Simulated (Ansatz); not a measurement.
Cartesian coordinates in Å:
```
B 0.6703 -0.5730 2.2035
Se -0.1032 -1.8654 1.0330
Si -1.1655 -0.4054 -0.3984
Si 0.4428 0.8136 -1.5749
H 0.4994 0.5943 2.0311
H 1.3218 -0.9958 3.1066
H -1.9827 -1.2427 -1.3161
H -2.0726 0.4695 0.3886
H 1.3134 1.5364 -0.6114
H 1.2719 -0.1288 -2.3712
H -0.1957 1.7975 -2.4909
```

Charge 0, multiplicity 1.

Question: List the ωB97M-V/def2-TZVPP orbital energies in eV (the Gaussian-basis code of Ansatz). (An estimate is asked.)

Answer: Ansatz gave: Occupied: -12368.19, -1807.59, -1807.04, -1588.49, -1423.23, -1423.21, -1423.21, -217.93, -188.65, -160.83, -160.74, -160.72, -148.65, -148.17, -102.79, -102.73, -102.73, -102.28, -102.27, -102.27, -60.72, -60.71, -60.67, -60.61, -60.60, -22.75, -18.65, -17.01, -16.13, -13.40, -12.85, -12.31, -12.16, -11.49, -11.26, -10.38, -9.58. Lowest empty: 0.26, 1.15, 1.76, 1.95, 2.51, 2.68, 2.95, 3.38.
